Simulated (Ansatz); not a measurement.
Frontier orbitals of `[NH2+]1[GaH2-][NH2+][GaH2-]1`.

```xyz
12

N    -1.166   -0.442   -0.597
Ga    0.779   -0.530   -1.128
N     1.166    0.437    0.600
Ga   -0.779    0.534    1.126
H    -1.746    0.078   -1.244
H    -1.599   -1.348   -0.469
H     1.036    0.435   -2.339
H     1.285   -2.013   -1.025
H     1.606    1.341    0.476
H     1.742   -0.089    1.246
H    -1.043   -0.422    2.343
H    -1.279    2.018    1.011
```

The species carries charge 0 and has multiplicity 1. Correlated methods include outer-core shells of Ga, which these sets cover unevenly. Scalar relativity is left out up to krypton. The geometry is a stationary point of PBE0-D4/def2-TZVP. Basis def2-TZVPP, Ansatz 0.2.0.

| functional | HOMO (eV) | LUMO (eV) |
| --- | --- | --- |
| LC-ωPBE | -10.60 | 1.83 |

**Question.** Give HOMO and LUMO (eV) with LDA (SPW92), PBE, revPBE, BLYP, r2SCAN, B97M-V, PBE0, B3LYP, r2SCANh, r2SCAN0, HSE06 (plane-wave form), BHLYP, CAM-B3LYP, ωB97X-V, ωB97M-V, HF. (An estimate is asked.)

**Answer.** The calculation gave: 
| functional | HOMO | LUMO |
| --- | --- | --- |
| LDA (SPW92) | -6.68 | -1.14 |
| PBE | -6.56 | -0.93 |
| revPBE | -6.52 | -0.81 |
| BLYP | -6.45 | -0.87 |
| r2SCAN | -6.87 | -0.49 |
| B97M-V | -7.00 | -0.80 |
| PBE0 | -7.86 | -0.16 |
| B3LYP | -7.65 | -0.42 |
| r2SCANh | -7.35 | -0.24 |
| r2SCAN0 | -8.07 | 0.10 |
| HSE06 (plane-wave form) | -7.46 | -0.53 |
| BHLYP | -9.09 | 0.51 |
| CAM-B3LYP | -9.23 | 0.65 |
| ωB97X-V | -10.25 | 1.64 |
| ωB97M-V | -10.10 | 1.30 |
| HF | -11.08 | 2.43 |

B3LYP here is the variant with VWN-RPA as its local correlation; programs differ in this. LC-ωPBE has ω = 0.4 bohr⁻¹. Positive LUMOs are unbound and depend on the basis.
